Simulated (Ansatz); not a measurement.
Cartesian coordinates in Å:
```
C 2.0162 -0.4968 0.5603
S 1.3075 1.1746 0.6916
Ge -0.7991 0.6349 0.4609
C -1.4565 0.0159 -1.2399
F -1.7027 2.0242 0.9471
F -1.1713 -0.5898 1.6326
H 1.8735 -0.9191 -0.4341
H 1.5989 -1.1577 1.3181
H 3.0847 -0.3820 0.7389
H -2.5145 -0.2272 -1.1395
H -0.9097 -0.8753 -1.5486
H -1.3271 0.7983 -1.9873
```

Charge 0, multiplicity 1.

Q: List the ωB97M-V/def2-TZVPP orbital energies in eV (the Gaussian-basis code of Ansatz). (Estimate.)

A: Ansatz gave: Occupied: -10867.98, -2427.11, -1363.67, -1211.42, -1211.41, -1211.38, -676.95, -676.90, -282.61, -282.02, -221.07, -175.62, -164.18, -164.11, -163.98, -124.92, -124.89, -124.79, -38.21, -37.93, -37.64, -37.62, -37.61, -35.04, -34.40, -24.92, -23.12, -21.01, -17.95, -15.72, -15.52, -15.10, -14.86, -14.60, -14.53, -14.29, -13.97, -13.73, -13.10, -12.63, -10.96, -9.62. Lowest empty: 1.57, 2.13, 2.82, 3.25, 3.46, 3.73, 4.33, 4.40.
